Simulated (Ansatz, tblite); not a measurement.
Cost and result up the ladder for cyclo-(H2GeS)2 (Ge2H4S2) (8 atoms). Charge 0, multiplicity 1. Geometry: PBE0-D4/def2-SVP.

Cartesian coordinates in Å:
```
Ge 1.0410 -0.7125 0.7801
H 2.4924 -0.2281 0.9326
H 0.8089 -2.0291 1.5399
S 0.4336 -0.8707 -1.3738
Ge -1.0411 0.7123 -0.7800
H -0.8059 2.0289 -1.5388
H -2.4933 0.2306 -0.9345
S -0.4356 0.8685 1.3745
```

Ansatz on 2 threads of AMD EPYC 7R13 on a shared host; xTB runs through tblite on one thread. Times are rough, summed over both states, and most runs start from the orbitals of an earlier one. No level here is sound enough to serve as a yardstick. The other state is a triplet.

The xTB rows come from tblite. HOMO above LUMO, or a gap near zero within one spin, warns that the state may not be the lowest or that an electron is smeared out.

xTB has no spin-polarisation term.

| level | functions | wall time |
| --- | --- | --- |
| GFN2-xTB | 40 | 0.012 s |
| GFN1-xTB | 44 | 0.017 s |
| PBE-D4/def2-TZVP (with forces) | 194 | 9.6 s |
| r2SCAN-D4/def2-TZVP | 194 | 24 s |

Question: Estimate what each level gives for the vertical triplet (eV).

Answer: 
| level | vertical triplet (eV) | remarks |
| --- | --- | --- |
| GFN2-xTB | 4.26 | – |
| GFN1-xTB | 5.85 | – |
| PBE-D4/def2-TZVP (with forces) | 4.01 | gap within one spin near zero (triplet) |
| r2SCAN-D4/def2-TZVP | 4.29 | gap within one spin near zero (triplet) |
